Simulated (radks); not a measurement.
Pr II, configuration [Xe] 4f3 6s1.

All-electron calculation, scalar-relativistic Kohn-Sham, PBE, spin-unpolarised, spherical densities, finite nucleus; Fermi nuclear charge, rms radius 4.8919 fm; hard spherical wall at 2 bohr. Program: a radial shooting solver on a logarithmic mesh with Libxc functionals.

Energy parts (eV):
part                      energy
total                 -250825.63
kinetic                268768.57
electron-nucleus      -614253.52
Hartree                100637.91
exchange-correlation    -5978.59

Orbitals (lengths in bohr, moments of r in powers of bohr; <r^-3> diverges for s and p1/2; r(90%) holds 90 % of the orbital's charge):
orbital  occ.  eigenvalue (eV)      <r>      <r^4>  r(90%)  <r^-3>
1s          2        -41738.87  0.02410  1.646e-06  0.0435       -
2s          2        -6657.767   0.1031  0.0002700   0.159       -
2p          6        -5949.815  0.09056  0.0001983   0.147    8478
3s          2        -1385.774   0.2726    0.01092   0.400       -
3p          6        -1161.607   0.2708    0.01142   0.406    1708
3d         10        -846.5820   0.2479   0.009444   0.387   233.5
4s          2        -231.8033   0.6305     0.2962   0.909       -
4p          6        -159.7395   0.6718     0.3977   0.983   354.3
4d         10         -57.0662   0.7487     0.6593    1.14   38.49
4f          3          52.4913   0.9075      1.391    1.41   4.879
5s          2          16.7848    1.208      3.124    1.61       -
5p          6          44.3249    1.229      3.400    1.64   124.4
5d          0          90.2841    1.223      3.630    1.67   20.86
6s          1         212.6267    1.201      3.957    1.75       -
6p          0         245.3244    1.184      3.875    1.75   216.0
7s          0         504.8311    1.160      3.850    1.80       -

The highest occupied level is 6s at 212.63 eV. The configuration is held as typed, so some empty levels lie below it. The electron density at the nucleus is 4.342e+05 e/bohr^3 (large components only).
